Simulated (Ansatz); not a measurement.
`O[B]O[SiH3]` radical at its PBE0-D4/def2-TZVP geometry, where that method's forces vanish. The species carries charge 0 and has multiplicity 2.

```xyz
8

O    -0.8052   -1.5382   -1.9336
B    -0.0092   -0.7482   -1.1983
O    -0.3655   -0.1742   -0.0292
Si    0.5343    0.8178    0.9555
H    -1.6827   -1.6677   -1.5472
H    -0.3303    1.1374    2.1139
H     1.7586    0.1143    1.4077
H     0.9001    2.0587    0.2312
```

(1) What forces (eV/Å) does r2SCAN-D4/def2-TZVPP give on these atoms in Ansatz 0.2.0? (An estimate is asked.)

Answers

(1) The calculation gave: 
```
O1  -0.070 -0.110 -0.130
B2   0.182  0.013 -0.102
O3  -0.084  0.076  0.179
Si4  0.020  0.032  0.039
H5  -0.052 -0.009  0.021
H6   0.029 -0.002 -0.025
H7  -0.023  0.023 -0.005
H8  -0.003 -0.023  0.023
```
